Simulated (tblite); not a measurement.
Run record: tight-binding relaxation, `CC[C](C)(C)[Ge@H]([F])[Br]`.

Computed with GFN2-xTB geometry optimisation, gas phase (tblite 0.8.0). Start geometry: from a force field or distance geometry. The command runs a driver script over a list of jobs; the input below is this job's line of settings and its coordinates in Å.

Command:
```bash
OMP_NUM_THREADS=1 python probes_run.py task.json out
```

Input:
```
{"job": {"kind": "relax", "xc": "GFN2-xTB", "basis": "xTB"}, "charge": 0, "multiplicity": 1}
C      2.066600    -0.486000    -0.318600
C      0.835800     0.168800    -0.900200
C     -0.376400     0.090100    -0.073200
C     -0.714900    -1.372600     0.115000
C     -1.531600     0.670000    -0.880300
Ge    -0.398800     0.928700     1.626000
F     -1.118500     2.526600     1.459700
Br     1.633500     1.173600     2.691800
H      2.678300    -1.009500    -1.078700
H      1.731500    -1.250000     0.420000
H      2.676100     0.313700     0.099900
H      0.650600    -0.361000    -1.874000
H      1.061700     1.220100    -1.143200
H     -1.769500    -1.541600    -0.213300
H     -0.114300    -1.987400    -0.593800
H     -0.563100    -1.687200     1.187000
H     -2.489800     0.331000    -0.411100
H     -1.473700     1.778300    -0.744200
H     -1.499300     0.418600    -1.947000
H     -1.289300     0.086400     2.575200
```

Output:
```
step      E/eV     max force
  0    -752.11190    2.626
  1    -752.41663    1.017
  2    -752.52434    0.637
  3    -752.58715    0.648
  4    -752.67551    0.640
  5    -752.72291    0.446
  6    -752.74610    0.273
  7    -752.76177    0.302
  8    -752.77713    0.474
  9    -752.79295    0.435
... (182 lines left out)
192    -753.09441    0.014
193    -753.09445    0.015
194    -753.09449    0.013
195    -753.09453    0.012
196    -753.09456    0.012
197    -753.09458    0.014
198    -753.09460    0.013
199    -753.09463    0.013
200    -753.09465    0.010
201    -753.09467    0.008
```

«max force» is the largest atomic force in eV/Å.

From which step on does the largest force stay under 0.1 eV/Å, and how much energy is left to gain from there?

From step 164 (0.084 eV/Å), 12.4 meV above the end.

Summary of the converged run: energy lowered by 22.7 kcal/mol over 201 steps; largest atomic force 0.008 eV/Å at the end.

Where do the atoms end?

0.823 Å rms from the input after alignment:
```
atom  x, y, z in Å
C1     2.0937   -0.2327   -0.3587
C2     0.7859    0.2082   -1.0042
C3    -0.4625   -0.0535   -0.1635
C4    -0.6455   -1.5294    0.1610
C5    -1.6938    0.4788   -0.8872
Ge6   -0.3618    1.0038    1.6077
F7     0.5994    2.4824    1.3718
Br8    0.6316   -0.0686    3.3857
H9     2.9284    0.0293   -1.0045
H10    2.1179   -1.3071   -0.1950
H11    2.2437    0.2725    0.5968
H12    0.6637   -0.3076   -1.9620
H13    0.8431    1.2805   -1.2143
H14   -1.5932   -1.6921    0.6747
H15   -0.6525   -2.1130   -0.7593
H16    0.1529   -1.9057    0.7992
H17   -2.5916    0.3414   -0.2838
H18   -1.5864    1.5399   -1.1103
H19   -1.8322   -0.0554   -1.8266
H20   -1.6460    1.6389    2.1695
```

Estimate the wall time. Hardware: one thread, Arm Neoverse V1 (aarch64), on a shared host.

About 2.0 s.
Labels such as C1 count atoms from 1, the log's own numbers from 0.
